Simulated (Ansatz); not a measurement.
BiI2, doublet, at a GFN2-xTB geometry (such geometries of metal compounds can be far from the true shape) (the spin is typed, not shown lowest) (core potentials on Bi, I); B3LYP/def2-SVP in Ansatz (a quantum-chemistry and plane-wave program).

Input for Ansatz:
Ansatz 0.2 input:
```yaml
crystal:
  periodic: [false, false, false]
  atoms:
    - {symbol: Bi, position_ang: [0.89619474, 0.44438201, 0.28746279]}
    - {symbol: I, position_ang: [-1.04089611, 1.21333620, -1.58129724]}
    - {symbol: I, position_ang: [-0.36257867, -1.90925520, 1.13111966]}
basis:
  gaussian:
    orbitals: def2-SVP
hamiltonian:
  xc: b3lyp
magnetization: {spin_polarized: true, initial_magnetization: 1}
```

What the program printed (banner, timings and long lists left out):

```
Functional definition: B3LYP
1003 factors; integrals over basis functions are off by at most 1.4e-4 eV
mean field evaluation 1: about -22050.6709 eV, gradient 9.8e0 eV
mean field evaluation 2: about -22047.8084 eV, gradient 2.2e1 eV
mean field evaluation 4: about -22051.5177 eV, gradient 4.6e-1 eV
mean field evaluation 8: about -22051.5477 eV, gradient 2.2e-2 eV
mean field evaluation 16: about -22051.5477 eV, gradient 5.3e-5 eV
mean field -22051.54770289 eV, -810.3794310054 hartree, gradient 5.0e-5 eV, S^2 0.752147; 0 other end points of the search recorded, 0 dependent functions left out
reference -22051.54791851 eV, -810.3794389291 hartree; 37, 36 occupied and 41, 42 virtual orbitals, 1003 factors
Total energy: -22051.54791851 eV, -810.3794389291 hartree
```
